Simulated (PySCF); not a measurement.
Consider methyl bromide, `CBr` (CH3Br). Numbering: `[CH3:1][Br:2]`

These are calculated values, ωB97X-D3(BJ)/ma-def2-TZVP in PySCF (grid level 2) at geometries from PBE0-D3(BJ)/ma-def2-SVP. The prefix ma- adds one diffuse s and one diffuse p function on all atoms but H. Zero-point and thermal terms (298.15 K, 1 bar) come from unscaled PBE0-D3(BJ)/ma-def2-SVP harmonic frequencies, with soft modes damped to free rotors in the entropy.

(1) What are the vertical and the adiabatic ionisation energy for forming the radical cation?

(2) Where does the unpaired spin of the relaxed radical cation sit?

(3) What oxidation potential follows in acetonitrile (IEF-PCM), given that Fc+/Fc comes at 4.54 V absolute with this functional and basis?

(4) How far is −ε(HOMO) from the vertical value by ΔSCF?

## Answers

(1) 10.71 eV vertical and 10.59 eV adiabatic, the latter with zero-point energy.

(2) Br2 (bromine) 0.93 (intrinsic atomic orbital populations).

(3) In the gas phase ΔG of oxidation is 10.541 eV, and solvation is -10.9 kJ/mol for the parent and -271.5 kJ/mol for the product, so the absolute potential is 7.84 V, or 3.30 V against Fc+/Fc. Fc+/Fc in acetonitrile, 4.54 V, is ωB97X-D3(BJ)/ma-def2-TZVP on PBE0-D3(BJ)/def2-SVP structures with GFN2-xTB thermal terms. Benchmark calculations put it near 5.0 V in acetonitrile and DMSO, so it is about 0.5 V low, and the value against it can read up to that much too high. The solvent is electrostatics only, on gas-phase structures; the absolute scale refers to an electron at rest in vacuum.

(4) −ε(HOMO) = 10.43 eV, which is 0.28 eV below the ΔSCF value.

Note: spin-orbit coupling is left out of the energies, which matters for open shells on the heavier atoms; atoms from Ga to Kr are treated without relativity.
